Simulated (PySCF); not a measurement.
Working out the excitation energy of He

He 1s2 (1S) → He 1s1 2p1 (3P). Computed with PySCF 2.14 in dyall-av3z (10s3p2d, 29 functions), with the spin-free X2C one-electron Hamiltonian (Gaussian nucleus). Frozen: nothing; the 4 highest virtual orbitals dropped. Energies in hartree (1 hartree = 27.21139 eV):

```csv
part,He (lower),He (upper)
UHF,-2.861763,-2.004498
CCSD correlation,-0.039943,-0.004100
(T),0.000000,0.000000
```

Q: What does Hartree-Fock give?

A: (-2.004498) − (-2.861763) = 0.857265 hartree = 23.327 eV.

Q: What do CCSD and CCSD(T) give?

A: The CCSD correlation energies differ by 0.035843 hartree = 0.975 eV and the triples by 0.000000 hartree = 0.000 eV, so CCSD gives 24.302 eV and CCSD(T) 24.302 eV.

Measured between the centres of the two terms (NIST): 20.964 eV, so CCSD(T) (valence) is off by 3.338 eV.

What remains against the reference includes basis incompleteness and higher excitations.
